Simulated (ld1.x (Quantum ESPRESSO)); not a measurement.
## Ne (Z = 10), RRKJ: configuration errors across variants

| Item | Value |
| --- | --- |
| Element | neon |
| Generator | ld1.x (Quantum ESPRESSO) 7.5 |
| Type | norm-conserving RRKJ (Kleinman–Bylander form) |
| Functional | LDA (PZ) |
| Relativity | scalar-relativistic |
| Frozen core | [He] |
| Valence charge | 8 |
| Reference configuration | 2s2 2p6 |
| Partial waves | 2s (bound): rc 0.60 bohr; 2p (bound): rc 1.00 bohr |
| Local potential | the p channel |
| Core correction | Bessel-smoothed model core inside 0.45 bohr |
| rho0 | 0.005 |

All-electron excitation energies from the reference (eV): (1) 2s2 2p5 22.653; (2) 2s2 2p4 66.055; (3) 2s2 2p3 133.579; (4) 2s2 2p2 228.267; (5) 2s2 2p5.5 8.962; (6) 2s1 2p6 45.561; (7) 2s2 2p5 spin 22.180; (8) 2s2 2p4 spin 63.803.

Spin tests fill each open shell by Hund’s rule, majority spin first.

2 further variants failed, have other tests or another functional or relativity, and are left out.

Errors AE − PS in meV (a dash: test not solved or not reliable):

| change | (1) | (2) | (3) | (4) | (5) | (6) | (7) | (8) | bound ghosts |
| --- | --- | --- | --- | --- | --- | --- | --- | --- | --- |
| base | -10 | -20 | +55 | +410 | -3.0 | -11 | +0.9 | +31 | none |
| core correction Bessel-smoothed model core inside 0.36 bohr | -10 | -22 | +49 | +391 | -3.1 | -12 | -3.7 | +6.7 | none |
| wave 2p (bound): rc 1.00 bohr becomes 2p (bound): rc 1.32 bohr | -21 | +13 | +416 | +1743 | -6.9 | -93 | -22 | -6.8 | none |
| local potential the s channel | +2.2 | +50 | +263 | +866 | -0.5 | -7.5 | +13 | +101 | none |

(1) Give the same row for: all radii but the core radius scaled by about 1.16 (s 0.70, p 1.16 bohr).

Answers

(1) -16, -18, +171, +902, -4.9, -42, -10, +2.4; bound ghosts: none.
